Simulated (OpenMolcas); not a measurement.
An atom or ion with 23 electrons was computed by MS-CASPT2, IPEA 0.25 Eh, imaginary shift 0.1 Eh with spin-orbit coupling (OpenMolcas, ANO-RCC-VTZP, DKH2). The lowest levels that the run gave, each within 12 % of the measured value where one is at hand:

```json
{"J": "5/2", "Parity": "even", "E (cm-1)": "0.0", "g": "2.002"}
{"J": "5/2", "Parity": "even", "E (cm-1)": "43350", "g": "0.573"}
{"J": "7/2", "Parity": "even", "E (cm-1)": "43450", "g": "0.985"}
{"J": "11/2", "Parity": "even", "E (cm-1)": "43520", "g": "1.273"}
{"J": "9/2", "Parity": "even", "E (cm-1)": "43520", "g": "1.172"}
{"J": "5/2", "Parity": "even", "E (cm-1)": "47780", "g": "1.575"}
{"J": "3/2", "Parity": "even", "E (cm-1)": "47970", "g": "1.689"}
{"J": "1/2", "Parity": "even", "E (cm-1)": "48190", "g": "2.589"}
{"J": "7/2", "Parity": "even", "E (cm-1)": "52000", "g": "1.428"}
{"J": "1/2", "Parity": "even", "E (cm-1)": "52190", "g": "0.078"}
{"J": "3/2", "Parity": "even", "E (cm-1)": "52410", "g": "1.243"}
{"J": "5/2", "Parity": "even", "E (cm-1)": "52480", "g": "1.393"}
```

Task: Which ion is it, and what are the configurations and terms?

Result: Ni5+ (Z = 28, charge +5; active space 5 electrons in 10 orbitals (3d 4d)). J, parity and g give the terms where levels are pure, and mixed ones are named by the computed weights; the size of the splittings, set against known spectra of the 23-electron sequence, gives the charge. In order, with the measured energies in cm-1 (Corliss and Sugar, J. Phys. Chem. Ref. Data 10, 197 (1981)): 3d5 6S 5/2, 3d5 4G 5/2, 3d5 4G 7/2, 3d5 4G 11/2 (41921), 3d5 4G 9/2, 3d5 4P 5/2 (45884), 3d5 4P 3/2 (46104), 3d5 4P 1/2 (46325), 3d5 4D 7/2 (50331), 3d5 4D 1/2, 3d5 4D 3/2, 3d5 4D 5/2.

CASPT2 does not keep the components of a term degenerate, so their means are used; among the terms shown or strongly mixed into the levels shown the widest spread is 120 cm-1 (3d5 4G). Active for correlation alone: 4d; no level in the range computed is led by a configuration that fills it, so any true level of that kind is missing. Measured partners are found by configuration, term and J. A level has none where our copy of the source lacks it or the pairing is in doubt (some pairs that miss far off the trend of their configuration count as doubtful), and it then counts in no deviation. Only configurations of the active space appear.
